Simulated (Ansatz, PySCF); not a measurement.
Spin states of H4Mo (SMILES [MoH4]), each relaxed with B3LYP-D3(BJ)/def2-TZVP.
State 1 (charge 0, multiplicity 3):
```xyz
5

Mo    -0.011     0.006    -0.011
H      1.211    -0.239     1.135
H     -1.212     1.001     0.647
H     -0.687    -1.485    -0.442
H      0.645     0.746    -1.386
```
State 2 (charge 0, multiplicity 1):
```xyz
5

Mo     0.037    -0.145     0.050
H      1.268    -0.321     1.199
H     -1.025     1.140     0.308
H     -0.683    -1.601    -0.427
H      0.350     0.956    -1.188
```

Singlets are restricted, other states unrestricted; no spin–orbit coupling, no relativity up to Kr; see below for the cores. The largest T1 diagnostic is 0.033.

Correlated levels freeze the inner cores; with def2 sets outer-core shells near the valence are correlated too. CBS(a, b) extrapolates the correlation energy as X⁻³ and adds the Hartree–Fock energy of set b.

Programs: Ansatz (a program for electronic structure) with Gaussian orbitals; PySCF for the dispersion terms.  In def2 rows elements past Kr take small-core potentials, without spin–orbit coupling.

```json
[
 {"level": "PBE-D3(BJ)/def2-TZVPP", "energy of the multiplicity-1 state less that of the multiplicity-3 state (kcal/mol)": "33.05"},
 {"level": "BLYP-D4/def2-TZVPP", "energy of the multiplicity-1 state less that of the multiplicity-3 state (kcal/mol)": "30.84"},
 {"level": "PBE0-D3(BJ)/def2-TZVPP", "energy of the multiplicity-1 state less that of the multiplicity-3 state (kcal/mol)": "35.33"},
 {"level": "CAM-B3LYP/def2-TZVPP", "energy of the multiplicity-1 state less that of the multiplicity-3 state (kcal/mol)": "32.40"},
 {"level": "wB97X-V/def2-TZVPP", "energy of the multiplicity-1 state less that of the multiplicity-3 state (kcal/mol)": "…"},
 {"level": "B2PLYP/def2-TZVPP", "energy of the multiplicity-1 state less that of the multiplicity-3 state (kcal/mol)": "32.21"},
 {"level": "B2PLYP-D4/def2-TZVPP", "energy of the multiplicity-1 state less that of the multiplicity-3 state (kcal/mol)": "32.22"},
 {"level": "CCSD(T)/def2-SVP", "energy of the multiplicity-1 state less that of the multiplicity-3 state (kcal/mol)": "32.44"},
 {"level": "CCSD(T)/CBS(def2-SVP, def2-TZVPP)", "energy of the multiplicity-1 state less that of the multiplicity-3 state (kcal/mol)": "…"}
]
```

Task: Complete the blanks.

Result: 
- wB97X-V/def2-TZVPP, energy of the multiplicity-1 state less that of the multiplicity-3 state (kcal/mol): 29.10
- CCSD(T)/CBS(def2-SVP, def2-TZVPP), energy of the multiplicity-1 state less that of the multiplicity-3 state (kcal/mol): 29.76

Doubts at one or more of the structures used: a restricted determinant that unrestricted orbitals would lower (B2PLYP/def2-TZVPP, B2PLYP-D4/def2-TZVPP, CCSD(T)/def2-SVP, CCSD(T)/CBS(def2-SVP, def2-TZVPP)).
